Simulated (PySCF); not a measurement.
Worked example: oscillator strength and radiative lifetime

4-ethenyl-2,3-dihydroazete (C5H7N), SMILES C=CC1=NCC1.

Coordinates come from a PBE-D3(BJ)/def2-SVP optimisation. One conformer was computed; it need not be the lowest.

TDDFT-PBE/def2-SVPD in PySCF puts the first singlet state with f over 0.02 at 5.08 eV (vertical), with the transition dipole (-0.121, 1.562, 0.000) in atomic units.

Question: Find the oscillator strength, the wavelength and the radiative lifetime that this transition would have in vacuum if emission retraced absorption.

Answer: 
|μ|² = 2.4545 au, so |μ| = 3.98 D. ΔE = 5.08/27.211 = 0.1867 hartree. f = (2/3) ΔE |μ|² = 0.305 (the program prints 0.306).
λ = 1239.84/5.08 = 244 nm; ν = 40973 cm⁻¹.
Einstein's coefficient A = 0.6670 ν² f s⁻¹ (ν in cm⁻¹) = 3.4e8 s⁻¹, so τ = 1/A = 2.9 ns. This state is S2; the lower singlet has f = 0.001. The figure is the radiative limit of this one transition; relaxation, internal conversion, crossing to triplets and a medium change what is measured.
